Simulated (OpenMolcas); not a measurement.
Ir6+: moving or changing the point charges

Ir6+ among 6 point charges of -1.5 e arranged as a tetragonal octahedron (D4h), 1.92 Å from the ion, with the axial distance 2.093 Å.
```
   1.9200    0.0000    0.0000  -1.50
   0.0000    1.9200    0.0000  -1.50
  -1.9200    0.0000    0.0000  -1.50
   0.0000   -1.9200    0.0000  -1.50
   0.0000    0.0000    2.0928  -1.50
   0.0000    0.0000   -2.0928  -1.50
```

* Program: OpenMolcas 26.06
* Method: SS-CASPT2, IPEA 0.25 Eh, imaginary shift 0.1 Eh (closed shells correlated: 5s 5p)
* Basis: ANO-RCC-VTZP [8s7p5d3f1g]
* Scalar Hamiltonian: DKH2, point nucleus
* Active space: 3 electrons in 5 orbitals (5d)
* State averaging: 2S+1 = 4 even, 10 roots; 2S+1 = 2 even, 40 roots
* Spin-orbit coupling: state interaction with AMFI integrals over the reference wave functions

Runs around this geometry, states (labels of D4, the rotations of D4h). Energies in cm-1 above the lowest state or level, χT in cm3 K/mol.

| R (Å) | q (e) | Axial / equatorial distance | Ground state | First state of that spin | First gap with spin-orbit (degeneracies) | χT at 300 K | First state of another spin |
| --- | --- | --- | --- | --- | --- | --- | --- |
| 1.92 | -0.75 | 1.09 | 4B1 | 4E 2290 | 560 (2, 2) | 0.114 | 2A1 15150 |
| 1.8 | -1.5 | 1.09 | 4B1 | 4E 6750 | 970 (2, 2) | 0.122 | 2A1 15840 |
| 1.92 | -1.5 | 1.09 | 4B1 | 4E 4810 | 920 (2, 2) | 0.111 | 2A1 15620 |
| 2.01 | -1.5 | 1.09 | 4B1 | 4E 3680 | 870 (2, 2) | 0.109 | 2A1 15450 |
| 1.92 | -1.5 | 1.18 | 4B1 | 4E 3420 | 1660 (2, 2) | 0.102 | 2A1 15240 |

Taking the first state of the same spin as R^-n, n = -ln(3680 / 6750) / ln(2.01 / 1.8) = 5.5 between the shortest and longest distance.

Scaling the charges by -0.75 / -1.5 = 0.50 scales the first state of the same spin by 2290 / 4810 = 0.48; with fixed orbitals a first-order splitting would follow the charge.

Free-ion shares, where given, are those of the reference states; single-state CASPT2 does not remix them. Spin-orbit coupling mixes the spin-free states strongly: the lowest level takes only 33 % from its leading state, 4E, which lies 2287 cm-1 above the lowest spin-free state (figures for R = 1.92, q = -0.75, ratio = 1.09; the like holds for R = 1.8, q = -1.5, ratio = 1.09, R = 1.92, q = -1.5, ratio = 1.09, R = 2.01, q = -1.5, ratio = 1.09, R = 1.92, q = -1.5, ratio = 1.18). The ground term spreads over less than 5000 cm-1, several times less than with real ligands, so orbital moments are less quenched and χT lies further from the spin-only value than at real sites (holds for R = 1.92, q = -0.75, ratio = 1.09). Point charges carry no covalency, so the field is a model and not that of real ligands. No measured value stands beside these numbers.
